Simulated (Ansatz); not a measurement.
Saddle point of ZnH2ClF, singlet (ZnHCl ([Cl][ZnH]) + HF → ZnClF + H₂; bonds formed: Zn1–F5, H2–H4; bonds broken: Zn1–H2, H4–F5), PBE0-D4/def2-TZVP structure:

```xyz
5
angstrom
Zn -0.3964 -0.0312 -0.3848
H 0.5440 -1.0012 0.7481
Cl -1.8847 -0.0120 -1.8585
H 0.8762 -0.0803 0.8820
F 0.8611 1.1246 0.6132
```

Energies are electronic, without zero-point energy. Barriers and step energies count from the start structure reached by relaxing down the imaginary mode; all methods use the PBE0-D4 structures, on which another method's saddle can fall below an end. Ansatz 0.2.0; basis: def2-TZVPP, with def2-QZVPP for the basis limit; cores frozen in the correlated methods. The 3s and 3p shells of Cu and Zn are frozen; filled d shells are correlated. B3LYP uses VWN-RPA correlation. Extrapolation: Hartree–Fock as exp(−7.88 √X), correlation as X^−2.97.

```
      method  barrier (kcal/mol)  step energy (kcal/mol)
       SPW92               10.20                   -1.69
      PBE-D4               14.16                   -4.76
     BLYP-D4               15.98                   -6.51
   r2SCAN-D4               14.81                   -5.73
      B97M-V                   ?                   -3.88
     PBE0-D4               16.49                   -3.93
    B3LYP-D4               17.56                   -5.51
  r2SCAN0-D4               16.73                   -4.75
    BHLYP-D4                   ?                   -5.17
CAM-B3LYP-D4               17.34                   -5.26
     wB97X-V               17.48                   -5.90
     wB97M-V               18.38                   -4.37
      B2PLYP               17.66                   -6.02
    PBE-QIDH               17.48                   -4.76
  RPA on PBE                   ?                   -5.23
          HF               25.26                   -5.92
         MP2               18.13                   -5.74
        CCSD               19.88                   -4.91
     CCSD(T)               18.39                   -5.04
```

**Question.** Fill in the withheld barriers. (An estimate is asked for; the value comes from the calculation.)

**Answer.** The calculation gives: B97M-V 18.36; BHLYP-D4 19.70; RPA on PBE 18.34 kcal/mol. Each is the energy of the saddle less that of the start structure, by the same method.

For comparison, the barrier by CCSD(T) at an estimated basis limit (MP2 extrapolated from triple and quadruple zeta, plus CCSD(T) − MP2 in triple zeta) is 17.09 kcal/mol.

The T1 diagnostic stays at or below 0.016.

Labels in which every atom is bracketed show which atoms are joined, not bond orders.

For scale, one of the runs: CCSD(T)/def2-TZVPP, 165 basis functions (an equivalent command: `ansatz run in.yaml --threads 4`). Hardware: 4 CPU threads, shared host. Wall time 19 s; peak host memory 1.3 GiB.
